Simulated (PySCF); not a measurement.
Field gradients from PBE0/pcSseg-1 densities (PySCF, non-relativistic) at GFN2-xTB geometries, isolated species, one conformer each; χzz is the principal value of largest magnitude, with Q(14N) = 0.02044 b, Q(17O) = −0.0256 b, Q(33S) = −0.0678 b. GFN2-xTB bond lengths can be off by several hundredths of an ångström, more for odd bonds, and the gradients follow them. A larger basis could move these couplings by a tenth or more.

These 14N couplings (χzz in MHz, η) are listed in rising order: (-5.253, 0.19); (-4.864, 0.41); (-4.624, 0.06); (-4.220, 0.36); (-1.548, 0.53); (1.374, 0.50). Assign them to: N6 (pyridine-type nitrogen) in `[CH3:1][C:2](=[O:3])[c:4]1[n:5][n:6][c:7]([CH3:8])[s:9]1`; N7 (ring nitrogen) in `[CH3:1][O:2][c:3]1[cH:4][cH:5][cH:6][n+:7]([S-:8])[n:9]1`; the nitrile nitrogen of `N#CCPC(F)=C(F)F`; the silicon-bound nitrogen of `N[Si@@](O)([SiH3])P`; N9 (three-coordinate ring nitrogen) in `[CH:1]#[C:2][c:3]1[cH:4][s:5][c:6]([C:7]#[N:8])[n+:9]1[CH3:10]`; the silicon-bound nitrogen of `CN[Si]1(C)O[SiH2]O[SiH2]O1`.

-5.253 MHz, η 0.19: N6 (pyridine-type nitrogen) in `[CH3:1][C:2](=[O:3])[c:4]1[n:5][n:6][c:7]([CH3:8])[s:9]1`; -4.864 MHz, η 0.41: the silicon-bound nitrogen of `CN[Si]1(C)O[SiH2]O[SiH2]O1`; -4.624 MHz, η 0.06: the nitrile nitrogen of `N#CCPC(F)=C(F)F`; -4.220 MHz, η 0.36: the silicon-bound nitrogen of `N[Si@@](O)([SiH3])P`; -1.548 MHz, η 0.53: N9 (three-coordinate ring nitrogen) in `[CH:1]#[C:2][c:3]1[cH:4][s:5][c:6]([C:7]#[N:8])[n+:9]1[CH3:10]`; 1.374 MHz, η 0.50: N7 (ring nitrogen) in `[CH3:1][O:2][c:3]1[cH:4][cH:5][cH:6][n+:7]([S-:8])[n:9]1`.

These 17O couplings (χzz in MHz, η) are listed in rising order: (-11.07, 0.58); (-9.128, 0.38); (-6.291, 0.14); (-5.355, 0.55); (12.05, 0.46). Assign them to: O7 (siloxane oxygen) in `[CH3:1][NH:2][Si:3]1([CH3:4])[O:5][SiH2:6][O:7][SiH2:8][O:9]1`; O3 (siloxane oxygen) in `[NH2:1][Si@@:2]1([O:3][SiH3:4])[CH2:5][CH2:6][Si@@H:7]([OH:8])[O:9]1`; the aryl ether oxygen of `COc1ccc[n+]([S-])n1`; the ketone oxygen of `CC(=O)c1nnc(C)s1`; the silanol oxygen of `N[Si@@](O)([SiH3])P`.

-11.07 MHz, η 0.58: the aryl ether oxygen of `COc1ccc[n+]([S-])n1`; -9.128 MHz, η 0.38: the silanol oxygen of `N[Si@@](O)([SiH3])P`; -6.291 MHz, η 0.14: O3 (siloxane oxygen) in `[NH2:1][Si@@:2]1([O:3][SiH3:4])[CH2:5][CH2:6][Si@@H:7]([OH:8])[O:9]1`; -5.355 MHz, η 0.55: O7 (siloxane oxygen) in `[CH3:1][NH:2][Si:3]1([CH3:4])[O:5][SiH2:6][O:7][SiH2:8][O:9]1`; 12.05 MHz, η 0.46: the ketone oxygen of `CC(=O)c1nnc(C)s1`.

Question: Rank these 33S sites by the size of the quadrupole coupling, smallest first.
A. The sulfur bonded to N of `COc1ccc[n+]([S-])n1`
B. The ring sulfur of `C#Cc1csc(C#N)[n+]1C`
C. The thiophene-type sulfur of `CC(=O)c1nnc(C)s1`

Answer: C (24.41 MHz), B (28.47 MHz), A (60.87 MHz).

All sites together:

| nucleus | site | Vzz (au) | η | χzz (MHz) |
| --- | --- | --- | --- | --- |
| 14N | N6 (pyridine-type nitrogen) in [CH3:1][C:2](=[O:3])[c:4]1[n:5][n:6][c:7]([CH3:8])[s:9]1 | -1.094 | 0.19 | -5.253 |
| 14N | N7 (ring nitrogen) in [CH3:1][O:2][c:3]1[cH:4][cH:5][cH:6][n+:7]([S-:8])[n:9]1 | 0.286 | 0.50 | 1.374 |
| 14N | the nitrile nitrogen of N#CCPC(F)=C(F)F | -0.963 | 0.06 | -4.624 |
| 14N | the silicon-bound nitrogen of N[Si@@](O)([SiH3])P | -0.879 | 0.36 | -4.220 |
| 14N | N9 (three-coordinate ring nitrogen) in [CH:1]#[C:2][c:3]1[cH:4][s:5][c:6]([C:7]#[N:8])[n+:9]1[CH3:10] | -0.322 | 0.53 | -1.548 |
| 14N | the silicon-bound nitrogen of CN[Si]1(C)O[SiH2]O[SiH2]O1 | -1.013 | 0.41 | -4.864 |
| 17O | O7 (siloxane oxygen) in [CH3:1][NH:2][Si:3]1([CH3:4])[O:5][SiH2:6][O:7][SiH2:8][O:9]1 | 0.890 | 0.55 | -5.355 |
| 17O | O3 (siloxane oxygen) in [NH2:1][Si@@:2]1([O:3][SiH3:4])[CH2:5][CH2:6][Si@@H:7]([OH:8])[O:9]1 | 1.046 | 0.14 | -6.291 |
| 17O | the aryl ether oxygen of COc1ccc[n+]([S-])n1 | 1.840 | 0.58 | -11.07 |
| 17O | the ketone oxygen of CC(=O)c1nnc(C)s1 | -2.003 | 0.46 | 12.05 |
| 17O | the silanol oxygen of N[Si@@](O)([SiH3])P | 1.517 | 0.38 | -9.128 |
| 33S | the thiophene-type sulfur of CC(=O)c1nnc(C)s1 | 1.532 | 0.61 | -24.41 |
| 33S | the sulfur bonded to N of COc1ccc[n+]([S-])n1 | 3.821 | 0.61 | -60.87 |
| 33S | the ring sulfur of C#Cc1csc(C#N)[n+]1C | 1.787 | 0.26 | -28.47 |
